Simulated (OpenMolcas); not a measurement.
## Sb: effect of the level shift or regulariser

- Program: OpenMolcas
- Basis: ANO-R2 [7s6p4d2f1g]
- Scalar Hamiltonian: X2C, finite nucleus
- Active space: 5 electrons in 8 orbitals (5s 5p 6s 6p)
- State averaging: 2S+1 = 4 odd, 1 root; 2S+1 = 2 odd, 8 roots; 2S+1 = 4 even, 3 roots; 2S+1 = 2 even, 9 roots
- Spin-orbit coupling: RASSI with atomic mean-field integrals over the reference wave functions, term energies averaged over their components

Methods on the same reference wave functions:
A. CASSCF
B. SS-CASPT2, IPEA 0.25 Eh, imaginary shift 0.1 Eh (closed shells correlated: 4d)
C. SS-CASPT2, IPEA 0.25 Eh, real shift 0.2 Eh (closed shells correlated: 4d)

Energies in cm⁻¹ above 5s² 5p³ ⁴S°_3/2, the measured ground level; measured values from NIST Handbook of Basic Atomic Spectroscopic Data.

```csv
Level,A,B,C,Measured
5s² 5p³ ⁴S°_3/2,0.0,0.0,0.0,0.0
5s² 5p³ ²D°_3/2,11754,10580,10600,8512
5s² 5p³ ²D°_5/2,13187,11680,11710,9854
5s² 5p³ ²P°_1/2,18090,19050,19050,16395
5s² 5p³ ²P°_3/2,19824,20440,20440,18464
```

Deviations, from unrounded energies. A percentage is the sum of absolute deviations over the sum of measured energies, with the sign that they share, or ± where signs differ.

```json
{"Against measurement": "mean absolute deviation (cm-1)", "Levels": "4", "A": "2400", "B": "2100", "C": "2100"}
{"Against measurement": "other terms of the ground configuration (%)", "Levels": "4", "A": "+18.1", "B": "+16.0", "C": "+16.1"}
```

B, C lie about equally close to measurement and A furthest from it. The largest miss of B in the table is 5s² 5p³ ²P°_1/2, by +2700 cm-1. The ranking rests on the paired levels alone, and a cruder setting can come out closer through cancelling errors.

Between B and C the level of the table that moves most is 5s² 5p³ ²D°_5/2, by 28 cm-1 (lowest in B, highest in C). Moves below CASPT2's spread within the term are not significant.

The mean deviations of B to C differ by less than CASPT2's widest spread within a term (110 cm-1), so their order carries little weight.

From A to B the spin-free energies of the other terms of 5s² 5p³ shown, above ⁴S°, scale by factors of 0.88 to 1.06.

The lowest spin-free term lies below A's lowest term by 0.510 hartree in B, 0.509 hartree in C.

CASPT2 breaks the degeneracy within a term, and the mean is taken; among the terms shown or strongly mixed into the levels shown the widest spread is 110 cm-1 (5s² 5p³ ²D°, B). The run also gave levels led by 5s² 5p² 6s, which use shells meant for correlation; these and all levels above them are left out. Some terms miss by over 15 % even with CASPT2, which points to a basis or an active space too small for the shells correlated (holds for B; C). Measured partners are found by configuration, term and J. A level has none where our copy of the source lacks it or the pairing is in doubt (some pairs that miss far off the trend of their configuration count as doubtful), and it then counts in no deviation. Only configurations of the active space appear. The table leaves out levels that lie high or whose names do not pair safely across all columns.

° marks odd parity.
